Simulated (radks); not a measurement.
All-electron atom: the technetium ion Tc+ in [Kr] 4d5 5s1.

All-electron calculation, Dirac Kohn-Sham, PBE, spin-unpolarised, spherical densities, finite nucleus; open shells are shared between the two j in proportion to 2j + 1; Fermi nuclear charge, rms radius 4.4112 fm. Program: a radial shooting solver on a logarithmic mesh with Libxc functionals.

Energy parts (eV):
total: -116625.459
kinetic: 121142.091
electron-nucleus: -281506.520
Hartree: 47229.606
exchange-correlation: -3490.636

Orbitals (lengths in bohr, moments of r in powers of bohr; r(90%) holds 90 % of the orbital's charge):
orbital  occ.  eigenvalue (eV)      <r>  r(90%)
1s1/2       2        -20865.13  0.03428  0.0614
2s1/2       2        -2982.691   0.1493   0.231
2p1/2       2        -2751.000   0.1271   0.208
2p3/2       4        -2632.745   0.1318   0.214
3s1/2       2        -525.8162   0.4152   0.613
3p1/2       2        -436.7707   0.4090   0.618
3p3/2       4        -416.9967   0.4196   0.633
3d3/2       4        -259.4958   0.3970   0.633
3d5/2       6        -255.6950   0.4005   0.638
4s1/2       2         -80.9032    1.058    1.54
4p1/2       2         -54.9178    1.152    1.71
4p3/2       4         -51.9740    1.182    1.75
4d3/2       2         -14.2727    1.660    2.65
4d5/2       3         -13.9772    1.678    2.68
5s1/2       1         -11.3924    3.036    4.46

The highest occupied level is 5s1/2 at -11.392 eV. The density falls to 0.001 e/bohr^3 at r = 4.22 bohr. For comparison, the ionisation energy in NIST's Atomic Spectra Database is 15.260 eV (semi-empirical). In exact Kohn-Sham theory the highest level is minus the ionisation energy, but local and semilocal functionals leave it too shallow, through self-interaction and a potential that decays too fast; potentials with the right tail come closer. The electron density at the nucleus is 1.002e+05 e/bohr^3. Summed over all electrons, <r^2> = 43.03 bohr^2, which gives a Langevin (diamagnetic) susceptibility term of -34.1 x 10^-6 cm^3/mol.

Beside tabulated values, note that spin-unpolarised runs miss the spin-polarisation part of the exchange energy of open shells.
